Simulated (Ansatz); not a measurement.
C4H10Br2F2In2 (`C[CH2][In@-]1([F])[Br+][In@@-]([F])([CH2]C)[Br+]1`). Total charge 0; spin multiplicity 1. In takes the def2 core potential. All single points use the PBE0-D4/def2-TZVP geometry. It is one conformer, not always the lowest.

```xyz
20

C     0.566   -3.438   -0.132
C     0.001   -3.211    1.259
In   -1.070   -1.364    1.435
F    -2.663   -0.814    2.407
Br    0.570    0.703    1.998
In    0.730    1.045   -0.645
F     1.977   -0.408   -1.043
C     0.579    3.096   -1.232
C    -0.619    3.780   -0.593
Br   -1.560   -0.289   -0.990
H     1.120   -4.381   -0.161
H    -0.222   -3.499   -0.886
H     1.247   -2.640   -0.436
H     0.788   -3.151    2.014
H    -0.692   -3.998    1.562
H     1.521    3.569   -0.949
H     0.522    3.102   -2.322
H    -0.676    4.826   -0.910
H    -0.561    3.771    0.497
H    -1.560    3.302   -0.874
```

Q: What is the dipole moment at r2SCAN/def2-TZVPP? (An estimate is asked.)

A: Computed: 2.17 D, with components (1.34, 0.99, -1.40) D in this frame, pointing from negative to positive charge.

Q: And with PBE, B3LYP, ωB97M-V? (Estimate.)

A: Ansatz gave: PBE 2.12 D, B3LYP 2.19 D, ωB97M-V 2.13 D.

Q: Give the Mulliken charges with r2SCAN, PBE, ωB97M-V in def2-TZVPP. (Estimate.)

A: Ansatz gave: 
| atom | r2SCAN | PBE | ωB97M-V |
| --- | --- | --- | --- |
| C1 | -0.15 | -0.26 | -0.33 |
| C2 | -0.24 | -0.32 | -0.39 |
| In3 | 0.87 | 0.82 | 0.84 |
| F4 | -0.47 | -0.42 | -0.47 |
| Br5 | -0.36 | -0.34 | -0.30 |
| In6 | 0.86 | 0.82 | 0.83 |
| F7 | -0.48 | -0.43 | -0.48 |
| C8 | -0.23 | -0.31 | -0.38 |
| C9 | -0.14 | -0.25 | -0.31 |
| Br10 | -0.36 | -0.34 | -0.30 |
| H11 | 0.05 | 0.08 | 0.11 |
| H12 | 0.05 | 0.09 | 0.11 |
| H13 | 0.08 | 0.12 | 0.15 |
| H14 | 0.09 | 0.12 | 0.14 |
| H15 | 0.09 | 0.12 | 0.15 |
| H16 | 0.08 | 0.11 | 0.14 |
| H17 | 0.08 | 0.11 | 0.14 |
| H18 | 0.05 | 0.09 | 0.12 |
| H19 | 0.06 | 0.10 | 0.11 |
| H20 | 0.06 | 0.10 | 0.11 |

B3LYP here is the variant with VWN-RPA as its local correlation; programs differ in this.
